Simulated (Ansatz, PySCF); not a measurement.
C2H5FSi2, SMILES C#C[Si@@H](F)[SiH3].

Coordinates come from a ωB97X-D3(BJ)/def2-SVP optimisation. The structure was generated by enumeration; whether it is a known compound was not checked.

Vertical ionisation energy (IE) and electron affinity (EA) in eV. Rows of orbital energies are one-electron estimates. Where ΔSCF, EOM or ADC give a negative EA the extra electron is unbound and the value depends on the basis.

```csv
level,IE,EA
"−ε(HOMO), −ε(LUMO), r2SCAN/def2-TZVP (PySCF)",7.18,1.81
"−ε(HOMO), −ε(LUMO), PBE/def2-TZVP (PySCF)",(withheld),(withheld)
"ΔSCF, CAM-B3LYP/def2-SVPD (Ansatz), final states of multiplicity 2 and 2",10.24,-0.64
"ΔSCF, PBE/def2-SVPD (Ansatz), final states of multiplicity 2 and 2",9.71,-0.35
```

Question: Some entries are withheld; supply them. (The exact figures need the calculation; the answer reports its results.)

Answer: 
- −ε(HOMO), −ε(LUMO), PBE/def2-TZVP (PySCF), IE: 6.93
- −ε(HOMO), −ε(LUMO), PBE/def2-TZVP (PySCF), EA: 2.05

Question: What vertical singlet–triplet gap does ΔSCF give with CAM-B3LYP/def2-SVPD (Ansatz, a quantum-chemistry and plane-wave program) and with PBE/def2-SVPD (Ansatz)? (The exact figures need the calculation; the answer reports its results.)

Answer: 5.00 and 4.69 eV (triplet above singlet where positive).
